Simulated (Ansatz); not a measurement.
The cluster Ni₂H₄⁻. Total charge -1; doublet. Geometry PBE-D4/def2-TZVPD, basis def2-TZVPD, Ansatz.

Cartesian coordinates in Å:
```
Ni 1.5440 0.1534 0.1199
Ni -0.7523 -0.1721 0.3460
H -1.9105 -0.5788 -0.5661
H 2.6330 0.5273 -0.9179
H 0.5096 -0.2618 1.3564
H -2.0239 0.3319 -0.3382
```

| run | HOMO (eV) | LUMO (eV) |
| --- | --- | --- |
| A | -2.34 | 4.38 |
| B | 1.10 | 1.98 |
| C | 0.34 | 2.80 |
| D | 1.04 | 1.27 |
| E | -0.06 | 3.15 |

HSE06 is defined as in plane-wave codes, on full-range PBE exchange. In the doublet, H3 and H6 lie 0.95 Å apart (atoms count from 1), so these atoms are partly bonded to each other. Another isomer (quartet) lies 0.17 eV lower at PBE0-D4/def2-TZVPD; other spin states weren't run for this one.

HOMO and LUMO are taken over both spins.

The runs used HSE06, PBE, PBE0, r2SCAN, ωB97M-V. Estimate which is which.

A ωB97M-V (range-separated); B r2SCAN (0 % exact exchange); C HSE06 (range-separated); D PBE (0 % exact exchange); E PBE0 (25 % exact exchange). Exact exchange lowers occupied and raises empty levels; among semilocal functionals meta-GGAs tend to open the gap a little, and such runs are hard to tell apart. The gap grows from 0.23 eV (PBE) to 6.71 eV (ωB97M-V). At r2SCAN-D4/def2-TZVPD, HSE06-D4/def2-TZVPD, PBE-D4/def2-TZVPD the highest occupied level of the charge -1 doublet lies above zero (up to 1.10 eV). The electron is either unbound and held by the finite basis, or the level is raised by self-interaction error.
